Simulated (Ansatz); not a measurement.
M(SH)2 with several metals: binding per atom (eV) at several levels, gas phase, relaxed structures; Ansatz. Binding counts from free atoms in the multiplicity of their measured ground term, without zero-point energy. Names give formal oxidation states. A dash marks a value that wasn't run or was left out as unsound. The structures are stationary points that may keep the symmetry of their start. Correlated methods freeze inner cores and use unrestricted references for open shells. Remarks come from the PBE and PBE0 runs and from stability tests at other levels; not every state was tested.

```csv
species,state,geometry,PBE-D4/def2-SVP,PBE-D4/def2-TZVP,r2SCAN-D4/def2-TZVP,B3LYP-D4/6-31G,PBE0-D4/def2-TZVP,CCSD(T)/def2-TZVPP
Mn(SH)2 (MnH2S2),sextet,PBE-D4/def2-TZVP,2.81,2.86,2.83,2.39,2.74,2.60
Co(SH)2 (CoH2S2),quartet,r2SCAN-D4/def2-TZVP,2.87,2.83,2.82,2.43,2.74,–
Cu(SH)2 (CuH2S2),doublet,PBE0-D4/def2-TZVP,2.74,2.67,2.67,–,2.52,2.25
```

Estimate the rows for Cr(SH)2 (CrH2S2) (quintet, PBE-D4/def2-TZVP geometry).


| species | state | geometry | PBE-D4/def2-SVP | PBE-D4/def2-TZVP | r2SCAN-D4/def2-TZVP | B3LYP-D4/6-31G | PBE0-D4/def2-TZVP | CCSD(T)/def2-TZVPP | remarks |
| --- | --- | --- | --- | --- | --- | --- | --- | --- | --- |
| Cr(SH)2 (CrH2S2) | quintet | PBE-D4/def2-TZVP | 2.74 | 2.74 | 2.67 | 2.69 | 2.61 | 2.58 | spin-contaminated (⟨S²⟩ up to 6.18) |
